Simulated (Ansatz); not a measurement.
Two isomers of C2H8O2Si: A = `CC(O)[SiH2]O`, B = `CO[SiH](C)O`.

Computed with Ansatz on PBE0-D4/def2-TZVP structures; ΔE is electronic, products minus reactants. CCSD(T)/CBS adds triple-zeta CCSD(T) − MP2 to the extrapolated MP2 energy (def2 sets, frozen cores). DFT in def2-TZVPP. One conformer a species, not always the lowest.

Problem. Which isomer does CCSD(T)/CBS put lower? Give the gap. (An estimate is asked.)

Solution. Ansatz gave: B, by 166.5 kJ/mol.

Problem. Give E(B) − E(A) in kJ/mol with MP2/def2-TZVPP, CCSD/def2-TZVPP, CCSD(T)/def2-TZVPP, B2PLYP, r2SCAN-D4, PBE0-D4, HF/def2-TZVPP. (Estimate.)

Solution. Computed: MP2/def2-TZVPP -169.5, CCSD/def2-TZVPP -168.7, CCSD(T)/def2-TZVPP -165.9, B2PLYP -171.4, r2SCAN-D4 -168.4, PBE0-D4 -160.9, HF/def2-TZVPP -184.1. None reverses the order clearly.

Largest T1 diagnostic: 0.011.

From PBE to PBE0 (25 % exact exchange), in def2-TZVPP and without D4, E(B) − E(A) moves by −6.2 kJ/mol. In def2-TZVPP, CCSD(T) changes the Hartree–Fock value by +18.1 kJ/mol (the triples alone add +2.8 kJ/mol) and MP2 by +14.6 kJ/mol.
